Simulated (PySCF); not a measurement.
F₆Zr, charge -2, singlet, at a GFN2-xTB geometry (such geometries of metal compounds can be far from the true shape) (all electrons, no relativity). Base run: CAMB3LYP/3-21G in PySCF.

Here is a job for PySCF.
```python
from pyscf import gto, scf, dft

mol = gto.Mole()
mol.atom = '''
    Zr    0.00000000   -0.00000000   -0.00000000
    F     1.22184299   -0.51618369   -1.47939569
    F    -1.22184299    0.51618369    1.47939569
    F    -1.23887202    0.83032195   -1.31290482
    F    -0.95929835   -1.72976223   -0.18875067
    F     0.95929835    1.72976223    0.18875067
    F     1.23887202   -0.83032195    1.31290482
'''
mol.basis = '3-21g'
mol.charge = -2
mol.verbose = 4
mol.symmetry = True
mol.build()

mf = dft.RKS(mol)
mf.xc = 'camb3lyp'
mf.kernel()
mf.analyze()
```

Each row names what was changed in the base input (with any setting that the change needs).

```
change                                                      ΔE vs base (mEh)  point group used  SCF cycles        outcome
----------------------------------------------------------  ----------------  ----------------  ----------  -------------
base                                                                   0.000               D2h           8      converged
symmetry_subgroup = C2h                                                0.000               C2h           8      converged
irrep_nelec = Ag:28 B1g:6 B2g:6 B3g:6 B1u:16 B2u:16 B3u:18             693.6               D2h          11      converged
symmetry_subgroup = C2v                                                0.000               C2v           8      converged
irrep_nelec = Ag:30 B1g:6 B2g:6 B3g:6 B1u:14 B2u:16 B3u:18             601.1               D2h          15      converged
irrep_nelec = Ag:30 B1g:8 B2g:4 B3g:6 B1u:16 B2u:16 B3u:16             802.5               D2h          11      converged
symmetry = off                                                         0.000                C1           8      converged
symmetry_subgroup = D2                                                     -                 -           -  input refused
irrep_nelec = Ag:30 B1g:8 B2g:6 B3g:6 B1u:16 B2u:16 B3u:14             749.5               D2h          15      converged
```

- symmetry_subgroup = D2: ended with `pyscf.lib.exceptions.PointGroupSymmetryError: D2 not in Ablien subgroup of Oh`
